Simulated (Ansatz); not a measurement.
The first iterations of a band of a periodic cell of 18 atoms, Al₁₆HC (surface Al(100), adsorbate CH).

All numbers below come from DFT PBE-D3(BJ), scalar-relativistic, plane waves, PAW in Ansatz 0.2.0. Settings: cutoff 420 eV, k mesh 4x4x1, fermi-dirac smearing 0.15 eV, no spin polarisation.

```json
{
 "movable images": "2",
 "climbing image": "no",
 "spring": "5.0 eV/Å²",
 "optimiser": "quadratic models (default)",
 "start path": "default",
 "force threshold": "0.05 eV/Å",
 "iteration limit": "50",
 "end points": "relaxed",
 "atoms held": "1 to 4"
}
```

Initial state:

```xyz
18
Lattice="5.7276 0.0000 0.0000 0.0000 5.7276 0.0000 0.0000 0.0000 18.0750" Properties=species:S:1:pos:R:3
Al 1.432 1.432 1.000
Al 4.296 1.432 1.000
Al 1.432 4.296 1.000
Al 4.296 4.296 1.000
Al -0.001 0.000 3.033
Al 2.864 0.000 3.032
Al -0.001 2.865 3.033
Al 2.864 2.865 3.033
Al 1.431 1.433 4.956
Al 4.295 1.433 5.072
Al 1.431 4.297 5.072
Al 4.294 4.297 4.938
Al -0.034 -0.030 7.092
Al 2.894 -0.030 7.092
Al -0.034 2.898 7.092
Al 2.894 2.898 7.092
C 4.293 4.298 7.938
H 4.293 4.299 9.044
```

Final state:

Only the atoms that move by more than 0.05 Å are listed.
```
Al9 1.327 1.436 4.940
Al10 4.226 1.437 4.958
Al11 1.425 4.299 4.882
Al13 0.042 0.021 7.053
Al14 2.784 0.020 7.008
Al15 0.040 2.854 7.054
Al16 2.782 2.859 7.009
C17 4.305 4.302 7.055
H18 5.460 1.438 8.108
```

| iteration | highest image above the first end (eV) | largest band force component (eV/Å) |
| --- | --- | --- |
| 1 | 1.614 | 1.825 |
| 2 | 1.064 | 1.331 |
| 3 | 0.852 | 0.446 |

Problem. Does the band converge within its limit, and where does its top end?

Solution. The run converged. It ended after 9 iterations with the highest image 0.713 eV above the first end. No image climbed, so the highest image needn't sit at the top of the path. A band with more images between the same ends climbed to 1.72 eV, so this one has probably stepped over the top. Limits of this set-up: coarse k mesh, thin slab, slab without dipole correction, odd electron count without spin, a typed lattice constant that wasn't relaxed here.

The run took 3.3 min on 2 threads of Intel(R) Xeon(R) Platinum 8259CL CPU @ 2.50GHz (Skylake/Cascade Lake), with other jobs on the host, peak memory 1.3 GiB.
